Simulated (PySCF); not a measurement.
# Two probes of the same atoms: core binding energy and nuclear shielding

Species: valeryl chloride, C₅H₉ClO.
Atom-mapped SMILES: `[CH3:1][CH2:2][CH2:3][CH2:4][C:5](=[O:6])[Cl:7]`

Binding energies: delta-SCF UKS SCAN, pcX-2 on the ionised atom, pcseg-1 elsewhere, spin-free X2C in PySCF 2.14.0. Shieldings: GIAO PBE0/pcSseg-1, non-relativistic, same geometry.

```json
{"atom": "C1", "isotropic shielding (ppm)": "168.3"}
{"atom": "C2", "isotropic shielding (ppm)": "159.3"}
{"atom": "C3", "isotropic shielding (ppm)": "155.2"}
{"atom": "C4", "isotropic shielding (ppm)": "133.9"}
{"atom": "C5", "isotropic shielding (ppm)": "1.9"}
```

What are the C 1s binding energies of these atoms?

| atom | environment | C 1s (eV) | isotropic shielding (ppm) |
| --- | --- | --- | --- |
| C1 | methyl carbon | 290.85 | 168.3 |
| C2 | chain CH2 carbon | 290.96 | 159.3 |
| C3 | chain CH2 carbon | 291.02 | 155.2 |
| C4 | sp3 carbon next to a carbonyl | 291.68 | 133.9 |
| C5 | acyl halide carbon | 294.97 | 1.9 |

Among the listed atoms, is the one with the highest binding energy also the least shielded?

Yes: C5 has both (294.97 eV, 1.9 ppm).

By binding energy: C1 < C2 < C3 < C4 < C5. By shielding: C5 < C4 < C3 < C2 < C1.

Isolated species at its PBE0-D3(BJ)/def2-SVP geometry (one conformer only).

The values belong to the conformer `[CH3:1][CH2:2][CH2:3][CH2:4][C:5](=[O:6])[Cl:7]`: C1–C2–C3–C4 179°, C2–C3–C4–C5 180°, C3–C4–C5–O6 -1°.
